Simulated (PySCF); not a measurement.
A small calculation by hand: oscillator strength and radiative lifetime

AlH2IO, SMILES [OH][AlH][I].

Geometry: B3LYP-D3(BJ)/def2-TZVP. The def2 effective core potentials stand for the cores of I; spin–orbit coupling is left out. The values are those of a single conformer.

TDA-M06-2X/def2-SVPD (PySCF) puts the first singlet state with f over 0.02 at 5.98 eV (vertical), with the transition dipole (0.540, -0.014, 0.000) in atomic units.

Question: Find the oscillator strength, the wavelength and the radiative lifetime that this transition would have in vacuum if emission retraced absorption.

Answer: 
|μ|² = 0.2918 au, so |μ| = 1.37 D. ΔE = 5.98/27.211 = 0.2198 hartree. f = (2/3) ΔE |μ|² = 0.043 (the program prints 0.043).
λ = 1239.84/5.98 = 207 nm; ν = 48232 cm⁻¹.
Einstein's coefficient A = 0.6670 ν² f s⁻¹ (ν in cm⁻¹) = 6.6e7 s⁻¹, so τ = 1/A = 15 ns. This state is S2; the lower singlet has f = 0.000. The figure is the radiative limit of this one transition; relaxation, internal conversion, crossing to triplets and a medium change what is measured.
